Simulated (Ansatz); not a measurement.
Steps of a relaxation of C₂H₈SSi₂, SMILES `C=C[SiH2][SiH2]S` with RKS PBE0-D4/def2-TZVP.

```sh
$ ansatz run in.yaml --threads 4 --pin off --events-out ev --progress --plain --max-ram 10444MiB
```

```yaml
crystal:
  periodic: [false, false, false]
  atoms:
    - {symbol: C, position_ang: [-1.227380, 1.492720, 1.007200]}
    - {symbol: C, position_ang: [-1.038026, 0.155317, 0.999830]}
    - {symbol: Si, position_ang: [0.650429, -0.669697, 0.904800]}
    - {symbol: Si, position_ang: [1.006035, -1.120180, -1.381897]}
    - {symbol: S, position_ang: [0.686475, 0.760265, -2.414693]}
    - {symbol: H, position_ang: [-0.380918, 2.202001, 1.023988]}
    - {symbol: H, position_ang: [-2.236625, 1.939762, 1.010879]}
    - {symbol: H, position_ang: [-1.931718, -0.498160, 0.983514]}
    - {symbol: H, position_ang: [0.684729, -1.922315, 1.741735]}
    - {symbol: H, position_ang: [1.713423, 0.287119, 1.375112]}
    - {symbol: H, position_ang: [0.087708, -2.214431, -1.869366]}
    - {symbol: H, position_ang: [2.419904, -1.521565, -1.701008]}
    - {symbol: H, position_ang: [-0.413637, 1.074365, -1.665195]}
basis:
  gaussian: {orbitals: def2-TZVP}
hamiltonian: {xc: pbe0, dispersion: d4}
relax: {f_tol: 0.005, max_steps: 150}
```

Positions (Å) and forces (eV/Å) along the path, 10 of 13 steps:

```xyz
13
step=1 energy=-28783.8579 eV
C    -1.227    1.493    1.007    0.087   -0.485    0.027
C    -1.038    0.155    1.000   -0.307    0.563   -0.005
Si    0.650   -0.670    0.905   -0.055    0.123    0.088
Si    1.006   -1.120   -1.382    0.041    0.014   -0.123
S     0.686    0.760   -2.415   -0.371   -0.240    0.424
H    -0.381    2.202    1.024   -0.451   -0.413   -0.008
H    -2.237    1.940    1.011    0.533   -0.247   -0.004
H    -1.932   -0.498    0.984    0.452    0.377    0.011
H     0.685   -1.922    1.742   -0.021    0.263   -0.172
H     1.713    0.287    1.375   -0.228   -0.199   -0.088
H     0.088   -2.214   -1.869    0.192    0.271    0.073
H     2.420   -1.522   -1.701   -0.294    0.092    0.057
H    -0.414    1.074   -1.665    0.422   -0.121   -0.281
13
step=2 energy=-28783.9094 eV
C    -1.224    1.482    1.027    0.021   -0.059   -0.063
C    -1.040    0.160    1.003   -0.045    0.052   -0.028
Si    0.641   -0.653    0.892   -0.080    0.024    0.099
Si    1.010   -1.120   -1.374    0.000    0.015   -0.119
S     0.690    0.728   -2.423   -0.163   -0.002    0.147
H    -0.384    2.179    1.040   -0.123   -0.099    0.018
H    -2.220    1.927    1.026    0.145   -0.056    0.044
H    -1.926   -0.482    0.985    0.137    0.097   -0.001
H     0.672   -1.893    1.723    0.010    0.052   -0.037
H     1.690    0.295    1.366   -0.053   -0.043   -0.034
H     0.095   -2.189   -1.879    0.060    0.037    0.060
H     2.411   -1.515   -1.695   -0.068    0.003    0.045
H    -0.395    1.044   -1.677    0.159   -0.020   -0.132
13
step=3 energy=-28783.9090 eV rejected
C    -1.218    1.474    1.008   -0.061    0.091    0.289
C    -1.038    0.157    0.982    0.051   -0.095   -0.003
Si    0.637   -0.655    0.892   -0.037    0.036   -0.070
Si    1.007   -1.112   -1.373   -0.027   -0.012    0.049
S     0.689    0.725   -2.431    0.027    0.024   -0.052
H    -0.382    2.165    1.050    0.038    0.034   -0.074
H    -2.208    1.919    1.075    0.009    0.003   -0.130
H    -1.920   -0.479    0.974   -0.041   -0.035   -0.007
H     0.670   -1.887    1.724   -0.004   -0.022    0.010
H     1.679    0.295    1.359    0.016    0.023    0.020
H     0.102   -2.191   -1.855   -0.015   -0.021   -0.021
H     2.405   -1.516   -1.669    0.025    0.015   -0.030
H    -0.403    1.070   -1.721    0.018   -0.040    0.018
13
step=4 energy=-28783.9147 eV
C    -1.220    1.477    1.030   -0.003    0.017   -0.041
C    -1.039    0.158    0.996    0.025   -0.034    0.012
Si    0.637   -0.653    0.891   -0.033    0.017    0.005
Si    1.006   -1.114   -1.375   -0.004    0.000   -0.004
S     0.689    0.726   -2.430   -0.011    0.001   -0.001
H    -0.383    2.170    1.045    0.008    0.007    0.024
H    -2.211    1.922    1.042   -0.002    0.006    0.018
H    -1.922   -0.479    0.978   -0.006   -0.007   -0.003
H     0.671   -1.888    1.721    0.007   -0.009   -0.002
H     1.681    0.296    1.361    0.002    0.006    0.001
H     0.100   -2.190   -1.864    0.001   -0.007    0.003
H     2.405   -1.513   -1.681    0.004    0.000    0.004
H    -0.394    1.055   -1.700    0.013    0.002   -0.015
13
step=5 energy=-28783.9153 eV
C    -1.221    1.478    1.035    0.002    0.009    0.038
C    -1.040    0.160    0.996    0.013   -0.018   -0.010
Si    0.635   -0.650    0.890   -0.014    0.014   -0.004
Si    1.007   -1.115   -1.375   -0.002    0.002    0.000
S     0.693    0.718   -2.442    0.004   -0.003   -0.009
H    -0.384    2.170    1.068    0.008    0.004   -0.010
H    -2.211    1.924    1.054   -0.008    0.007   -0.005
H    -1.923   -0.478    0.971   -0.012   -0.007   -0.007
H     0.672   -1.887    1.719    0.005   -0.009    0.000
H     1.678    0.300    1.360    0.003    0.006    0.002
H     0.102   -2.194   -1.862   -0.003   -0.008    0.001
H     2.405   -1.514   -1.678    0.007   -0.003    0.005
H    -0.393    1.053   -1.720   -0.005    0.006    0.000
13
step=6 energy=-28783.9158 eV
C    -1.222    1.479    1.048    0.007   -0.001    0.034
C    -1.042    0.161    0.995   -0.003    0.002   -0.011
Si    0.633   -0.647    0.888    0.001    0.007   -0.013
Si    1.007   -1.117   -1.376   -0.006    0.005    0.007
S     0.695    0.709   -2.457    0.013   -0.001   -0.014
H    -0.385    2.171    1.091    0.002   -0.003   -0.007
H    -2.212    1.926    1.068   -0.007    0.004   -0.007
H    -1.925   -0.476    0.959   -0.007   -0.002   -0.003
H     0.674   -1.885    1.714    0.003   -0.005    0.003
H     1.675    0.305    1.359    0.001    0.003    0.001
H     0.106   -2.200   -1.858   -0.002   -0.006    0.000
H     2.408   -1.516   -1.672    0.005   -0.001    0.001
H    -0.392    1.054   -1.744   -0.008   -0.002    0.010
13
step=7 energy=-28783.9162 eV
C    -1.225    1.483    1.074    0.011   -0.024    0.010
C    -1.046    0.166    0.991   -0.022    0.033    0.000
Si    0.629   -0.638    0.882    0.017   -0.008   -0.016
Si    1.009   -1.121   -1.379    0.010    0.006    0.002
S     0.702    0.693   -2.482    0.001   -0.009    0.001
H    -0.387    2.172    1.135   -0.006   -0.013   -0.002
H    -2.214    1.931    1.096   -0.003   -0.001   -0.004
H    -1.929   -0.470    0.935    0.005    0.011   -0.001
H     0.676   -1.879    1.704   -0.002    0.003    0.007
H     1.669    0.316    1.353   -0.002    0.001   -0.002
H     0.112   -2.213   -1.852   -0.002    0.001   -0.003
H     2.412   -1.521   -1.665    0.001   -0.004    0.001
H    -0.387    1.045   -1.776   -0.008    0.005    0.006
13
step=9 energy=-28783.9165 eV
C    -1.225    1.485    1.090    0.000   -0.013   -0.008
C    -1.049    0.169    0.983   -0.007    0.018    0.000
Si    0.628   -0.634    0.875    0.003   -0.004    0.005
Si    1.013   -1.126   -1.382   -0.004   -0.006   -0.002
S     0.697    0.681   -2.495    0.002    0.002    0.004
H    -0.386    2.171    1.169   -0.003   -0.008    0.002
H    -2.214    1.935    1.111    0.000   -0.002    0.003
H    -1.933   -0.464    0.909    0.006    0.009   -0.001
H     0.676   -1.869    1.706    0.001    0.001   -0.003
H     1.664    0.325    1.345    0.000    0.002   -0.002
H     0.119   -2.222   -1.852    0.002    0.000    0.003
H     2.417   -1.525   -1.662   -0.002    0.003   -0.003
H    -0.387    1.039   -1.782    0.002   -0.001    0.002
13
step=12 energy=-28783.9165 eV
C    -1.225    1.485    1.091   -0.004    0.004   -0.002
C    -1.049    0.170    0.977    0.006   -0.005    0.000
Si    0.629   -0.633    0.873   -0.003    0.000    0.002
Si    1.012   -1.130   -1.383   -0.001   -0.001   -0.001
S     0.692    0.678   -2.492   -0.002    0.002    0.001
H    -0.386    2.169    1.180    0.000    0.000    0.001
H    -2.214    1.935    1.110    0.001    0.000    0.001
H    -1.932   -0.461    0.894    0.000    0.000    0.000
H     0.678   -1.865    1.709    0.000    0.001   -0.001
H     1.663    0.330    1.338    0.000    0.000    0.001
H     0.120   -2.228   -1.850    0.000    0.000    0.001
H     2.416   -1.527   -1.666    0.000    0.000    0.000
H    -0.383    1.040   -1.767    0.003   -0.001   -0.001
13
step=13 energy=-28783.9165 eV
C    -1.225    1.485    1.091   -0.003    0.002    0.001
C    -1.049    0.170    0.977    0.004   -0.003    0.000
Si    0.629   -0.633    0.873   -0.002    0.000    0.001
Si    1.012   -1.130   -1.383    0.000    0.000    0.000
S     0.691    0.678   -2.492   -0.001    0.001    0.000
H    -0.386    2.170    1.180    0.000    0.000    0.000
H    -2.214    1.935    1.110    0.000    0.000    0.000
H    -1.932   -0.461    0.893   -0.001    0.000    0.000
H     0.678   -1.865    1.709    0.000    0.001    0.000
H     1.663    0.330    1.339    0.000    0.000    0.000
H     0.119   -2.228   -1.850    0.000    0.000    0.001
H     2.416   -1.527   -1.666    0.000    0.000    0.000
H    -0.382    1.040   -1.766    0.001   -0.001    0.000
```

Run time 65 s (4 threads of an Arm Neoverse V1 on a shared host); peak host memory 0.69 GiB.
